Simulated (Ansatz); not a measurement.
A run on Cu2 (`[Cu][Cu]`) with other settings.

```yaml
crystal:
  periodic: [false, false, false]
  atoms:
    - {symbol: Cu, position_ang: [0.000000, 0.000000, -0.032437]}
    - {symbol: Cu, position_ang: [-0.000000, -0.000000, 2.252137]}
basis:
  gaussian: {orbitals: x2c-TZVPPall, nuclear_model: gaussian}
total_charge: 1
magnetization: {spin_polarized: true, initial_magnetization: 1}
hamiltonian: {xc: {name: PBE0-DH}}
```

```sh
$ ansatz run in.yaml --threads 4 --pin off --events-out ev --progress --plain --max-ram 10444MiB
```

It prints (some lines left out):

```
Functional definition: PBE0-DH
914 factors; integrals over basis functions are off by at most 8.1e-4 eV
mean field evaluation 1: about -89999.4947 eV, gradient 1.4e2 eV
mean field evaluation 2: about -89999.5748 eV, gradient 1.4e2 eV
mean field evaluation 4: about -90025.1056 eV, gradient 2.5e1 eV
mean field evaluation 8: about -90026.9763 eV, gradient 8.2e-1 eV
mean field evaluation 16: about -90027.0510 eV, gradient 2.9e-3 eV
mean field -90027.05100271 eV, -3308.4331018229 hartree, gradient 4.3e-6 eV, S^2 0.765965; 2 other end points of the search recorded, 0 dependent functions left out
10 core orbitals not correlated: weight in the atoms' cores, before any rotation towards them, 1.000 or more for the frozen orbitals, at most 0.000 for the correlated occupied ones
reference -90027.05103023 eV, -3308.4331028342 hartree; 19, 18 occupied and 99, 100 virtual orbitals, 914 factors
second order -53.32539907 eV of doubles, -0.00000000 eV of singles
Total energy: -90033.71670512 eV, -3308.6780618680 hartree
Relativity: scalar
```

It took 6 s on 4 threads of an Arm Neoverse V1 on a shared host, with 0.52 GiB of host memory at the peak.
